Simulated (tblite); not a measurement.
Species: C6H9PSe.
SMILES with atom numbers: `[CH2:1]=[CH:2][P@:3]([CH3:4])(=[Se:5])[C:6]#[C:7][CH3:8]` (hydrogens: H9, H10 on C1; H11 on C2; H12, H13, H14 on C4; H15, H16, H17 on C8)

Computed with GFN2-xTB (tblite), gas phase: L-BFGS steps from a force-field or distance-geometry start until the largest atomic force falls under 0.01 eV/Å.

Geometry at step 51:
```
atom  x, y, z in Å
C1     -2.2788    1.7739    0.2907
C2     -1.7214    0.7041   -0.2463
P3     -0.7864   -0.4682    0.7853
C4     -1.1690   -2.0995    0.0451
Se5    -1.1219   -0.3571    2.8467
C6      0.8859   -0.1497    0.3465
C7      2.0358    0.2143    0.3218
C8      3.4150    0.6105    0.2052
H9     -2.2020    1.9664    1.3518
H10    -2.8447    2.4852   -0.2898
H11    -1.7928    0.4506   -1.2964
H12    -0.5526   -2.8471    0.5316
H13    -0.9713   -2.0952   -1.0223
H14    -2.2183   -2.3167    0.2302
H15     3.6203    1.4212    0.9036
H16     3.6289    0.9483   -0.8077
H17     4.0664   -0.2289    0.4435
```

Problem. Give the atomic forces at this geometry.

Solution. 
```
atom  Fx (eV/Å)  Fy (eV/Å)  Fz (eV/Å)
  C1     -0.076      0.039     -0.037
  C2      0.012     -0.096      0.102
  P3     -0.036      0.021      0.010
  C4      0.013      0.136     -0.044
 Se5     -0.022      0.021      0.039
  C6     -0.086     -0.027     -0.028
  C7      0.088      0.038      0.015
  C8      0.043     -0.011     -0.006
  H9      0.030     -0.038     -0.037
 H10      0.007      0.011     -0.002
 H11      0.018      0.092     -0.009
 H12      0.064     -0.130      0.088
 H13      0.029     -0.009     -0.107
 H14     -0.066     -0.038      0.040
 H15     -0.020      0.010      0.000
 H16     -0.004      0.018     -0.030
 H17      0.003     -0.038      0.008
```

The largest, 0.17 eV/Å, acts on H12; the rms over all components is 0.052 eV/Å. The forces sum to zero within rounding, as they must for an isolated molecule in no field.

Problem. Give the force on H12 in Eh/bohr and in nN.

Solution. 0.170 eV/Å ÷ 51.422 = 0.00330 Eh/bohr, and 0.170 eV/Å × 1.602 = 0.27 nN.

Problem. How far is this geometry from the end of the optimisation?

Solution. 0.021 eV above it, and 0.244 Å rms away after alignment. The bonds farthest from their final lengths, with half the difference of the two atoms' forces along the bond (positive lengthens):

| bond | now (Å) | final (Å) | force along bond (eV/Å) |
| --- | --- | --- | --- |
| C4–H12 | 1.084 | 1.090 | +0.14 |
| P3–C4 | 1.832 | 1.835 | -0.05 |
| C4–H13 | 1.086 | 1.088 | +0.03 |
| C2–P3 | 1.820 | 1.818 | -0.08 |
| C4–H14 | 1.087 | 1.090 | +0.06 |
| P3–C6 | 1.758 | 1.760 | -0.02 |

The angle farthest from its final value is P3–C6–C7, 165.1° against 168.7°.
